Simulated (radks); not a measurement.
Results of a calculation; reference values are marked as such.
Problem. Sn IV, 47 electrons, occupied as [Kr] 4d8 5p3 (not the ground configuration). Code: a radial shooting solver on a logarithmic mesh with Libxc functionals. Model: Dirac Kohn-Sham, PBE, spin-unpolarised, spherical densities, point nucleus; open shells are shared between the two j in proportion to 2j + 1. Some entries of the table are withheld. Estimate them.

orbital,occ.,eigenvalue (eV),r(max) (bohr),<r^2> (bohr^2)
1s1/2,2,-29043.87,0.01877,0.001143
2s1/2,2,-4425.224,0.1062,0.01851
2p1/2,2,-4136.595,0.08180,0.01376
2p3/2,4,-3905.972,0.08632,0.01507
3s1/2,2,-893.0778,0.3077,0.1315
3p1/2,2,-775.9083,0.2940,(1)
3p3/2,4,-733.7573,0.3043,(2)
3d3/2,4,(3),(4),0.1159
3d5/2,6,(5),(6),0.1184
4s1/2,2,-179.9204,0.7431,0.7413
4p1/2,2,-140.5048,0.7675,0.8262
4p3/2,4,-132.6538,0.7912,0.8797
4d3/2,3.2,-69.9365,(7),1.217
4d5/2,4.8,-68.7584,(8),1.243
5p1/2,1,(9),2.018,5.649
5p3/2,2,(10),2.079,5.967

Solution. 
(1) 3p1/2 <r^2> (bohr^2): 0.1264
(2) 3p3/2 <r^2> (bohr^2): 0.1349
(3) 3d3/2 eigenvalue (eV): -526.8615
(4) 3d3/2 r(max) (bohr): 0.2493
(5) 3d5/2 eigenvalue (eV): -518.1561
(6) 3d5/2 r(max) (bohr): 0.2522
(7) 4d3/2 r(max) (bohr): 0.8627
(8) 4d5/2 r(max) (bohr): 0.8712
(9) 5p1/2 eigenvalue (eV): -32.5682
(10) 5p3/2 eigenvalue (eV): -31.4728
